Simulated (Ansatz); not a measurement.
`CC(C)(C)CO` + `O[SiH](O)O` → `CO[SiH](O)O` + `CC(C)CO`  (substitution at a C–C bond)

Program: Ansatz. Geometries: PBE0-D4/def2-TZVP. ΔE: electronic, gas phase. CCSD(T)/CBS adds triple-zeta CCSD(T) − MP2 to the extrapolated MP2 energy (def2 sets, frozen cores). DFT in def2-TZVPP. B3LYP here is the variant with VWN-RPA as its local correlation; programs differ in this. Each species was taken in one conformer, which may not be the lowest.

Task: Is it downhill or uphill in electronic energy at CCSD(T)/CBS, and by how much? (Estimate.)

Result: Ansatz gave: Uphill: ΔE = +0.70 eV.

Task: What do these levels give: PBE-D4, B2PLYP, B3LYP, SCS-MP2/def2-TZVPP, CCSD(T)/def2-TZVPP, MP2/def2-QZVPP? (Estimate.)

Result: The calculation gave: PBE-D4 0.61, B2PLYP 0.59, B3LYP 0.49, SCS-MP2/def2-TZVPP 0.68, CCSD(T)/def2-TZVPP 0.69, MP2/def2-QZVPP 0.78 eV.

Largest T1 diagnostic among the species: 0.011.

In def2-TZVPP, CCSD(T) changes the Hartree–Fock value by +0.24 eV (the triples alone add +0.03 eV) and MP2 by +0.33 eV. The D4 term adds +0.07 eV with B3LYP and +0.04 eV with PBE0; it sums over pairs of atoms, weighted by their polarisabilities, and B3LYP, whose exchange is more repulsive, gets the larger term.
